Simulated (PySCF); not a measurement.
Electron correlation in Ru³²⁺ (ruthenium, charge +32)

[Ne] 3s2, closed-shell 1S. Computed with PySCF 2.14 in an even-tempered Gaussian basis (18 s from 5 bohr⁻², ratio 2.5; 11 p from 6.5 bohr⁻², ratio 2.5; 4 d from 24 bohr⁻², ratio 2.7; 4 f from 36 bohr⁻², ratio 2.7), with scalar relativity by spin-free X2C-1e. Frozen: 1s2; 10 electrons correlated; the 19 highest virtual orbitals of each spin left out.

| level | correlation energy (mhartree) |
| --- | --- |
| CCSD | -472.31 |
| (T) | -1.25 |
| CCSD(T) | -473.56 |

Diagnostics: T1 = 0.00035, D1 = 0.0011, largest double amplitude 0.068.

**Question.** Is a single reference adequate?

**Answer.** Yes, within this model without spin-orbit coupling: T1 lies below 0.03 and no double amplitude reaches 0.07.

At this charge the one-electron X2C treatment keeps the bare 1/r₁₂, with no two-electron picture change or Breit term. The effect here is smaller than on the frozen 1s shell; and a scalar Hamiltonian misses the large spin-orbit splitting of the p shells, which matters for ns² → np² pairs.
